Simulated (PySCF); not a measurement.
C₄H₉FSi, SMILES C[SiH](C)/C=C\F. Coordinates come from a PBE-D3(BJ)/def2-SVP optimisation. The structure was generated by enumeration; whether it is a known compound was not checked. One conformer was computed; it need not be the lowest.

Computed equilibrium geometry at PBE-D3(BJ)/def2-SVP (PySCF confirms it by a frequency run) as a Z-matrix, and its point group (one conformer of several):
point group Cs.
```
Si
H 1 1.5085
C 1 1.8900 2 106.83
C 3 1.3406 1 123.38 2 180.00
F 4 1.3549 3 121.93 1 0.00
H 3 1.1026 4 115.26 5 180.00
H 4 1.1046 3 127.12 6 0.00
C 1 1.8908 2 109.73 3 119.27
H 8 1.1085 1 111.19 2 -56.93
H 8 1.1088 9 108.06 1 120.52
H 8 1.1092 9 108.22 10 117.17
C 1 1.8908 2 109.73 3 -119.27
H 12 1.1085 1 111.19 2 56.93
H 12 1.1088 13 108.06 1 -120.52
H 12 1.1092 13 108.22 14 -117.17
```
